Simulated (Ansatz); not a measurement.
Consider the redistribution: `C[SiH]1[O][Al]1[OH]` + `[CH3][Mg][Br]` → `[OH][Al]1[O][SiH2]1` + `C[CH2][Mg][Br]`.

Isolated molecules relaxed with PBE0-D4/def2-TZVP in Ansatz; ΔE leaves out vibrations. CCSD(T)/CBS is the MP2 limit (def2-TZVPP, def2-QZVPP) plus CCSD(T) − MP2 in def2-TZVPP, frozen cores. DFT in def2-TZVPP. B3LYP here is the variant with VWN-RPA as its local correlation; programs differ in this. For Br, Mg outer-core shells are correlated without core-valence functions, which leaves a few kJ/mol of doubt a bond. Scalar relativity is left out up to krypton. Each species was taken in one conformer, which may not be the lowest.

`C[SiH]1[O][Al]1[OH]`:

Cartesian coordinates in Å:
```
C -0.585 0.002 1.867
Si -0.216 0.733 0.195
O 1.319 0.438 -0.422
Al 0.443 -0.333 -1.708
O 1.066 -1.103 -3.070
H -0.364 -1.065 1.906
H -1.637 0.153 2.122
H 0.019 0.512 2.624
H -0.588 2.178 0.245
H 0.544 -1.514 -3.757
```

`[CH3][Mg][Br]`:

```xyz
6

C     0.530    0.573   -0.408
Mg   -0.714   -0.773    0.549
Br   -2.125   -2.300    1.635
H     1.492    0.661    0.104
H     0.085    1.572   -0.443
H     0.732    0.267   -1.438
```

`[OH][Al]1[O][SiH2]1`:

Cartesian coordinates in Å:
```
O -1.858 -1.681 0.010
Al -0.560 -0.614 0.021
O -0.534 1.095 -0.264
Si 1.118 0.915 0.011
H -1.809 -2.621 0.175
H 1.994 1.256 -1.144
H 1.649 1.650 1.192
```

`C[CH2][Mg][Br]`:

```xyz
9

C    -0.849    0.009    0.894
C    -0.092    0.593   -0.300
Mg    1.421   -0.596   -1.103
Br    3.122   -1.943   -2.002
H    -0.188   -0.197    1.740
H    -1.629    0.687    1.261
H    -1.345   -0.934    0.645
H    -0.794    0.825   -1.110
H     0.355    1.556   -0.024
```

```tsv
level	ΔE (kJ/mol)	difference from CCSD(T)/CBS
PBE-D4	73.7	0.5
r2SCAN-D4	78.4	5.2
PBE0-D4	73.8	0.6
B3LYP-D4	73.0	-0.2
ωB97X-V	71.9	-1.3
ωB97M-V	75.4	2.2
PBE	72.6	-0.6
PBE0	72.8	-0.4
MP2/def2-TZVPP	73.7	0.5
SCS-MP2/def2-TZVPP	69.3	-3.9
CCSD(T)/def2-TZVPP	71.0	-2.2
HF/def2-QZVPP	67.1	-6.1
SCS-MP2/def2-QZVPP	70.8	-2.4
HF/CBS(def2)	67.1	-6.1
MP2/CBS(def2)	75.9	2.7
CCSD/CBS(def2)	72.2	-1.0
CCSD(T)/CBS	73.2	0
```

Largest T1 diagnostic among the species: 0.015.

In def2-TZVPP, CCSD(T) changes the Hartree–Fock value by +4.3 kJ/mol (the triples alone add +1.0 kJ/mol) and MP2 by +7.0 kJ/mol.
